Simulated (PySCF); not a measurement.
**Which determinant of RbTl lies lowest?**

Unrestricted PBE0; PySCF, scalar-relativistic core potentials, basis sets Rb def2-SVPD with ECP28, Tl def2-SVPD with ECP60. Outer shells of the fragments: Rb 5s1; Tl 5d10 6s2 6p1.

Followed along the bond (rough minima from three points):

| 2Ms+1 | unpaired | ⟨S²⟩ at the start | R at minimum (Å) | Te (eV) |
| --- | --- | --- | --- | --- |
| 1 | none | 0.00 | 3.94 | 0.00 |
| 3 | σ ↑, π ↑ | 2.00 | 3.71 | 0.01 |
| 1 | σ ↓, π ↑ | 1.00 | 3.81 | 0.16 |
| 3 | σ ↑↑ | 2.00 | none in the scan | ≤ 0.47 |
| 3 | π ↑↑ | 2.00 | none in the scan | ≤ 0.66 |

Solutions found at the starting distance of 3.490 Å, counted from the lowest of them; the search is not exhaustive and high or unbound solutions are not listed, so other states can lie among these:

```json
{"2Ms+1": "3", "unpaired": "σ ↑, π ↑", "term": "³Π", "E (eV)": "0.00", "⟨S²⟩": "2.00", "⟨Lz²⟩": "1.00", "μ (D)": "-5.97"}
{"2Ms+1": "1", "unpaired": "none", "term": "¹Σ⁺", "E (eV)": "0.10", "⟨S²⟩": "0.00", "⟨Lz²⟩": "0.00", "μ (D)": "-3.00"}
{"2Ms+1": "1", "unpaired": "σ ↓, π ↑", "term": "mixed", "E (eV)": "0.17", "⟨S²⟩": "1.00", "⟨Lz²⟩": "1.00", "μ (D)": "-4.99"}
{"2Ms+1": "3", "unpaired": "π ↑↑", "term": "³Σ⁻", "E (eV)": "0.67", "⟨S²⟩": "2.00", "⟨Lz²⟩": "0.00", "μ (D)": "-10.79"}
{"2Ms+1": "3", "unpaired": "σ ↑↑", "term": "³Σ⁺", "E (eV)": "0.79", "⟨S²⟩": "2.00", "⟨Lz²⟩": "0.00", "μ (D)": "3.06"}
{"2Ms+1": "1", "unpaired": "π ↑↓", "term": "mixed", "E (eV)": "0.86", "⟨S²⟩": "1.00", "⟨Lz²⟩": "2.01", "μ (D)": "-10.44"}
{"2Ms+1": "1", "unpaired": "none", "term": "mixed", "E (eV)": "1.32", "⟨S²⟩": "0.00", "⟨Lz²⟩": "2.00", "μ (D)": "-9.34"}
{"2Ms+1": "3", "unpaired": "π ↑↑", "term": "mixed", "E (eV)": "2.17", "⟨S²⟩": "2.00", "⟨Lz²⟩": "2.00", "μ (D)": "4.70"}
{"2Ms+1": "3", "unpaired": "σ ↑, δ ↑", "term": "³Δ", "E (eV)": "2.53", "⟨S²⟩": "2.00", "⟨Lz²⟩": "4.00", "μ (D)": "1.40"}
{"2Ms+1": "1", "unpaired": "σ ↑, δ ↓", "term": "mixed", "E (eV)": "2.54", "⟨S²⟩": "1.00", "⟨Lz²⟩": "4.00", "μ (D)": "1.37"}
```

A term symbol is given only where ⟨S²⟩ and ⟨Lz²⟩ are close to those of a pure state; real π, δ and φ orbitals otherwise mix terms. A positive dipole means Rb(−)Tl(+).

Question: Compare the gap between the two lowest followed solutions at the starting distance with the gap between their minima.

Answer: At PBE0 the second solution (triplet, unpaired electrons σ ↑, π ↑) lies -0.10 eV from the first (singlet, closed shell) at 3.490 Å and +0.01 eV at the minima; the two curves relax by different amounts, since their minima lie near 3.71 and 3.94 Å. A gap this small is a tie at this level.

Spin–orbit coupling is left out, which matters for elements this heavy, above all for dissociation energies. Counting both spins, an empty level lies below a filled one in some of these solutions, because spin and occupation are held.
